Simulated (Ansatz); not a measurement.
`N=C([SiH3])S[SiH3]` + `N[SiH3]` → `N[SiH2][SiH3]` + `N=C([SiH3])S`  (formal exchange of groups at the Si–S bond)

Isolated molecules relaxed with PBE0-D4/def2-TZVP in Ansatz; ΔE leaves out vibrations. CBS: MP2 limit from def2 TZ/QZ plus the TZ coupled-cluster correction, frozen cores. This one scheme is used for every species. Functionals use def2-TZVPP. B3LYP here is the variant with VWN-RPA as its local correlation; programs differ in this. One conformer a species, not always the lowest.

`N=C([SiH3])S[SiH3]`:

```xyz
12

N     1.061   -1.092   -2.043
C     0.496   -0.483   -1.088
Si   -0.708   -1.480   -0.020
S     0.754    1.275   -0.840
Si    0.052    1.745    1.131
H     1.680   -0.493   -2.595
H    -2.088   -0.991   -0.268
H    -0.381   -1.260    1.414
H    -0.573   -2.910   -0.373
H     0.211    3.218    1.192
H     0.871    1.096    2.184
H    -1.374    1.374    1.307
```

`N[SiH3]`:

Z-matrix (Å, degrees):
```
Si
N 1 1.720
H 1 1.486 2 107.9
H 1 1.494 2 116.0 3 -120.3
H 1 1.486 2 107.9 3 119.4
H 2 1.007 1 119.6 3 -168.6
H 2 1.007 1 119.6 3 49.2
```

`N[SiH2][SiH3]`:

```xyz
10

N    -0.151   -0.392   -1.740
Si    0.280   -0.825   -0.127
Si   -0.044    1.034    1.258
H    -1.040    0.048   -1.916
H     0.101   -1.000   -2.502
H     1.713   -1.227   -0.142
H    -0.477   -1.977    0.457
H    -1.440    1.538    1.120
H     0.885    2.142    0.908
H     0.172    0.659    2.683
```

`N=C([SiH3])S`:

Cartesian coordinates in Å:
```
N 0.569 1.735 0.270
C 0.268 0.617 -0.245
Si -0.423 -0.741 0.879
S 0.409 0.279 -1.985
H 0.915 2.419 -0.408
H -1.868 -0.907 0.574
H -0.217 -0.362 2.293
H 0.270 -2.017 0.559
H 0.077 -1.022 -1.937
```

| level | ΔE (kcal/mol) | difference from CCSD(T)/CBS |
| --- | --- | --- |
| PBE-D4 | 10.0 | -2.6 |
| r2SCAN-D4 | 11.6 | -1.0 |
| PBE0-D4 | 10.7 | -1.9 |
| B3LYP-D4 | 12.0 | -0.6 |
| ωB97X-V | 11.6 | -1.0 |
| ωB97M-V | 13.0 | 0.4 |
| B2PLYP | 12.1 | -0.5 |
| PBE | 9.1 | -3.5 |
| r2SCAN | 11.3 | -1.3 |
| PBE0 | 9.9 | -2.7 |
| B3LYP | 10.5 | -2.1 |
| HF/def2-TZVPP | 12.6 | 0.0 |
| MP2/def2-TZVPP | 14.4 | 1.8 |
| SCS-MP2/def2-TZVPP | 13.9 | 1.3 |
| CCSD/def2-TZVPP | 11.7 | -0.9 |
| CCSD(T)/def2-TZVPP | 12.1 | -0.5 |
| HF/def2-QZVPP | 12.7 | 0.1 |
| MP2/def2-QZVPP | 14.7 | 2.1 |
| SCS-MP2/def2-QZVPP | 14.2 | 1.6 |
| HF/CBS(def2) | 12.7 | 0.1 |
| MP2/CBS(def2) | 14.9 | 2.3 |
| CCSD/CBS(def2) | 12.3 | -0.3 |
| CCSD(T)/CBS | 12.6 | 0 |

Largest T1 diagnostic among the species: 0.014.

From PBE to PBE0 (25 % exact exchange), in def2-TZVPP and without D4, ΔE moves by +0.8 kcal/mol. The D4 term adds +1.4 kcal/mol with B3LYP and +0.8 kcal/mol with PBE0; it sums over pairs of atoms, weighted by their polarisabilities, and B3LYP, whose exchange is more repulsive, gets the larger term.
